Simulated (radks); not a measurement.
The numbers below are computed, except where a source is named.
Valence configurations of Ce+ (all share [Xe]). Code: a radial shooting solver on a logarithmic mesh with Libxc functionals. Model: Dirac Kohn-Sham, PBE, spin-unpolarised, spherical densities, finite nucleus; open shells fill j = l - 1/2 first; Fermi nuclear charge, rms radius 4.8771 fm. Energies are relative to 4f1 5d2; eigenvalues in eV.

| valence | E (eV) | e(4f5/2) | e(5d3/2) | e(6p1/2) | e(6s1/2) |
|---|---|---|---|---|---|
| 4f1 5d2 | 0.000 | -9.256 | -7.263 | - | - |
| 5d2 6s1 | 5.035 | - | -9.936 | - | -8.914 |
| 4f0.5 5d2 6p0.5 | 3.052 | -13.681 | -8.931 | -5.683 | - |
| 4f2 6s1 | -0.764 | -6.350 | - | - | -7.946 |
| 5d2 6p1 | 8.066 | - | -10.694 | -6.385 | - |
| 4f1 5d1 6s1 | -0.063 | -11.378 | -8.661 | - | -8.468 |
| 5d1.5 6s1.5 | 5.628 | - | -10.745 | - | -9.395 |
| 4f0.5 5d2.5 | 1.559 | -12.108 | -7.823 | - | - |
| 4f1 6s2 | 0.403 | -13.710 | - | - | -9.405 |
| 4f2 6p1 | 1.860 | -7.292 | - | -5.860 | - |

NIST lists [Xe] 4f1 5d2 as the ground configuration; this level of theory puts 4f2 6s1 lower, by 0.764 eV. The energies are those of spherical spin-averaged densities, not of single terms.
